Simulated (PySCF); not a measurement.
## Sn⁺ (tin, charge +1) across methods

[Kr] 4d10 5s2 6s1, 2S determinant (an excited configuration). Computed with PySCF 2.14 in aug-cc-pwCVTZ-PP with ECP28MDF, with scalar relativity through the core potential.

| method | E (hartree) | mean ε 5s α (eV) | mean ε 5s β (eV) | mean ε 6s α (eV) | Σ⟨r²⟩ (bohr²) | ⟨S²⟩ |
| --- | --- | --- | --- | --- | --- | --- |
| B3LYP | -213.8194 | -21.889 | -21.806 | -6.401 | 66.89 | 0.750 |
| PBE | -213.7471 | -20.926 | -20.825 | -6.228 | 66.45 | 0.750 |
| LDA | -213.3971 | -21.396 | -21.294 | -6.187 | 66.38 | 0.750 |
| wB97X | -213.7783 | -24.289 | -24.285 | -7.530 | 67.83 | 0.750 |
| TPSS | -213.6578 | -20.753 | -20.696 | -6.193 | 66.60 | 0.750 |
| PBE0 | -213.7497 | -21.884 | -21.746 | -6.577 | 67.11 | 0.750 |
| r2SCAN | -213.8116 | -21.058 | -21.179 | -6.174 | 67.15 | 0.750 |
| UHF | -212.84786 | -23.913 | -23.625 | -7.201 | 70.69 | 0.750 |
| BHandHLYP | -213.6794 | -22.865 | -22.728 | -6.681 | 67.86 | 0.750 |

Energies and moments cover only the electrons outside the core potential. The outer electron is Rydberg-like, and this basis confines it to a smaller radius and binds it less than a complete one would.
